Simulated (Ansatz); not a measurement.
C2H8AlNSi, SMILES `C[N]1[AlH][CH]1[SiH3]`. Charge 0, multiplicity 1.

Cartesian coordinates in Å:
```
C 0.4934 -1.8068 0.0077
N -0.5550 -0.8552 0.1585
Al -1.9768 0.0148 0.5781
C -0.5060 0.4680 -0.5807
Si 0.7722 1.7159 -0.0693
H 0.6033 -2.1282 -1.0379
H 1.4645 -1.4031 0.3265
H 0.2836 -2.6930 0.6118
H -3.3248 0.0242 1.3811
H -0.6291 0.3729 -1.6676
H 2.1864 1.3675 -0.4051
H 0.4791 3.0266 -0.7156
H 0.7093 1.8963 1.4127
```

**Question.** What are the harmonic wavenumbers in cm⁻¹ at PBE0-D4/def2-TZVP (Ansatz, finite differences of forces, unscaled)? (An estimate is asked.)

**Answer.** The calculation gave: 108, 133, 141, 181, 248, 323, 430, 475, 532, 590, 677, 692, 754, 879, 916, 942, 959, 962, 1135, 1163, 1237, 1351, 1443, 1471, 1496, 1988, 2176, 2181, 2205, 2984, 3012, 3026, 3103.

**Question.** Is this a minimum?

**Answer.** Yes, all 33 modes are real.

**Question.** Give the ideal-gas thermochemistry at 298.15 K and 1 bar (rigid rotor, harmonic oscillator; point group C1, symmetry number 1).

**Answer.** Zero-point energy 238.7 kJ/mol; H(298) − E = 262.0 kJ/mol; entropy 359.3 J/(mol·K), of which translation 166.4, rotation 114.6, vibration 78.3; G(298) − E = 154.8 kJ/mol.
